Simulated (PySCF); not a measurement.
An unknown gives this computed stick spectrum. Method used: PySCF 2.14.0, density-fitted response routines, TDDFT CAM-B3LYP/def2-SVPD, vertical, gas phase, core orbitals frozen in the response. Geometries: PBE0-D3(BJ)/def2-SVP, one conformer each.

```json
{"state": "S1", "E (eV)": "4.83", "λ (nm)": "256.6", "f": "0.0003"}
{"state": "S2", "E (eV)": "5.87", "λ (nm)": "211.1", "f": "0.014"}
{"state": "S3", "E (eV)": "5.95", "λ (nm)": "208.2", "f": "0.0070"}
{"state": "S4", "E (eV)": "6.12", "λ (nm)": "202.7", "f": "0.0062"}
{"state": "S5", "E (eV)": "6.16", "λ (nm)": "201.1", "f": "0.408"}
{"state": "S6", "E (eV)": "6.49", "λ (nm)": "191.2", "f": "0.018"}
{"state": "S7", "E (eV)": "6.81", "λ (nm)": "182.1", "f": "0.0062"}
{"state": "S8", "E (eV)": "7.00", "λ (nm)": "177.0", "f": "0.0000"}
{"state": "S9", "E (eV)": "7.08", "λ (nm)": "175.0", "f": "0.011"}
{"state": "S10", "E (eV)": "7.31", "λ (nm)": "169.7", "f": "0.0005"}
```

Question: Which structure fits? All have the formula C2H8N2Si2.
A. `[SiH2](N)N[SiH2]C#C`
B. `C[Si@@H](C#N)N[SiH3]`
C. `C=C[SiH]1N[SiH2]N1`
D. `C=CN1[SiH2]N[SiH2]1`

Answer: D. Its S1, at 4.83 eV, is the lowest among the candidates; the nearest of the others has S1 at 5.63 eV. S1 is HOMO→LUMO (92%). Löwdin shares by element: HOMO carbon 52%, nitrogen 29% or more (atoms not listed hold the other 19%); LUMO silicon 40%, nitrogen 9% or more, hydrogen 8% or more (atoms not listed hold the other 43%). At the same level the other candidates give, for their lowest levels:
- `C#C[SiH2]N[SiH2]N`: 5.95 eV (f 0.000); 6.22 eV (f 0.003); 6.27 eV (f 0.001); 6.50 eV (f 0.019); 6.65 eV (f 0.038); T1 4.92 eV; HOMO -8.72, LUMO 0.80 eV
- `C[Si@@H](C#N)N[SiH3]`: 6.41 eV (f 0.015); 6.95 eV (f 0.002); 7.10 eV (f 0.004); 7.34 eV (f 0.015); 7.47 eV (f 0.006); T1 5.77 eV; HOMO -9.40, LUMO 0.37 eV
- `C=C[SiH]1N[SiH2]N1`: 5.63 eV (f 0.012); 5.83 eV (f 0.024); 6.42 eV (f 0.003); 6.62 eV (f 0.014); 6.90 eV (f 0.187); T1 4.16 eV; HOMO -8.53, LUMO 0.35 eV

Conformer computed: `[CH2:1]=[CH:2][N:3]1[SiH2:4][NH:5][SiH2:6]1`: C1–C2–N3–Si4 180°.
Triplets come from the Tamm–Dancoff approximation.
